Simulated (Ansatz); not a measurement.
Reaction (hydrogenolysis of the Sn–O bond): `[CH3][SnH]([OH])[F]` + H₂ → `[CH3][SnH2][F]` + H₂O

Computed with Ansatz on PBE0-D4/def2-TZVP structures; ΔE is electronic, products minus reactants. CCSD(T)/CBS adds triple-zeta CCSD(T) − MP2 to the extrapolated MP2 energy (def2 sets, frozen cores). This one scheme is used for every species. DFT in def2-TZVPP. B3LYP here is the variant with VWN-RPA as its local correlation; programs differ in this. def2 core potentials past Kr. For Sn outer-core shells are correlated without core-valence functions, which leaves a few kJ/mol of doubt a bond. One conformer a species, not always the lowest.

```tsv
level	ΔE (kJ/mol)	difference from CCSD(T)/CBS
LDA (SPW92)	5.4	-9.8
PBE-D4	13.7	-1.5
revPBE-D4	17.0	1.8
BLYP-D4	21.4	6.2
r2SCAN-D4	17.5	2.3
B97M-V	9.2	-6.0
PBE0-D4	5.6	-9.6
B3LYP-D4	13.7	-1.5
r2SCANh-D4	13.9	-1.3
r2SCAN0-D4	9.1	-6.1
BHLYP-D4	7.7	-7.5
CAM-B3LYP-D4	11.2	-4.0
ωB97X-V	12.6	-2.6
ωB97M-V	10.9	-4.3
B2PLYP	13.8	-1.4
PBE-QIDH	6.8	-8.4
PBE	10.8	-4.4
revPBE	10.7	-4.5
BLYP	15.7	0.5
PBE0	3.2	-12.0
B3LYP	9.2	-6.0
r2SCANh	13.1	-2.1
r2SCAN0	8.2	-7.0
BHLYP	3.9	-11.3
CAM-B3LYP	8.6	-6.6
LC-ωPBE	6.1	-9.1
RPA@PBE/def2-TZVPP	10.6	-4.6
HF/def2-SVP	-15.2	-30.4
MP2/def2-SVP	13.5	-1.7
CCSD/def2-SVP	1.4	-13.8
CCSD(T)/def2-SVP	4.8	-10.4
HF/def2-TZVPP	-2.7	-17.9
MP2/def2-TZVPP	17.1	1.9
CCSD/def2-TZVPP	5.8	-9.4
CCSD(T)/def2-TZVPP	10.5	-4.7
HF/def2-QZVPP	-1.6	-16.8
MP2/def2-QZVPP	20.3	5.1
SCS-MP2/def2-QZVPP	18.2	3.0
HF/CBS(def2)	-1.4	-16.6
CCSD/CBS(def2)	10.5	-4.7
CCSD(T)/CBS	15.2	0
```

Largest T1 diagnostic among the species: 0.013.

Leaving LDA and LC-ωPBE aside and taking each functional with its dispersion term where it has one, the values, not all of them listed here, spread over 15.8 kJ/mol, from HSE06-D4 to BLYP-D4. LDA lies −5.5 kJ/mol from PBE without D4. From PBE to PBE0 (25 % exact exchange), in def2-TZVPP and without D4, ΔE moves by −7.7 kJ/mol. In def2-TZVPP, CCSD(T) changes the Hartree–Fock value by +13.2 kJ/mol (the triples alone add +4.7 kJ/mol) and MP2 by +19.8 kJ/mol.
